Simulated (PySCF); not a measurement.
**As²¹⁺: ionisation energy**

As²¹⁺ [Ne] 3s2 → As²²⁺ [Ne] 3s1 [3s1/2^1, M_J = 1/2], as a difference of total energies. All numbers are calculated (PySCF 2.14, the two-component X2C-1e Hamiltonian, in an even-tempered Gaussian basis (19 s from 2.5 bohr⁻², ratio 2.4; 13 p from 3.2 bohr⁻², ratio 2.4; 5 d from 11 bohr⁻², ratio 2.6; 4 f from 17 bohr⁻², ratio 2.6)). Correlated levels: 1s2 frozen; the 52 highest virtual spinors dropped. "Screened" scales the spin-orbit matrix elements by Boettger's factors to mimic the two-electron term; Breit and QED terms are absent.

```json
{"method": "GHF (screened spin-orbit)", "ionisation energy (eV)": "907.25"}
{"method": "GMP2 (screened spin-orbit)", "ionisation energy (eV)": "909.97"}
```

How much does correlation contribute at GMP2 (screened spin-orbit)?

909.97 − (907.25) = 2.72 eV, measured against GHF (screened spin-orbit).

Breit and QED terms and the two-electron picture change are absent.

For comparison: 911.7 ± 1.1 eV (semi-empirical (NIST evaluation); NIST Atomic Spectra Database, ionization energies).
